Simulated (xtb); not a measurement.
C₂H₄Cl₂Si₂, SMILES C([Si](Cl)(Cl)[SiH3])#C. All values are semi-empirical tight-binding results from xtb (GFN2-xTB unless named), good for trends rather than for accurate numbers. Coordinates come from a GFN2-xTB optimisation. The structure was generated by enumeration, and PubChem lists no compound with its InChIKey, so it may never have been made.

The point group as xtb finds it is Cs, the orbital gap is 4.12 eV and the dipole moment is 1.95 D. The zero-point energy is 28.7 kcal/mol and the G − E(el) at 298.15 K (modified RRHO) is 5.8 kcal/mol. The static polarisability (D4 model) comes out as 102.4 bohr³, the solvation energy, GFN2-xTB/ALPB(water) is -2.9 kcal/mol and the solvation energy, GFN2-xTB/ALPB(dmf) comes out as -7.6 kcal/mol.
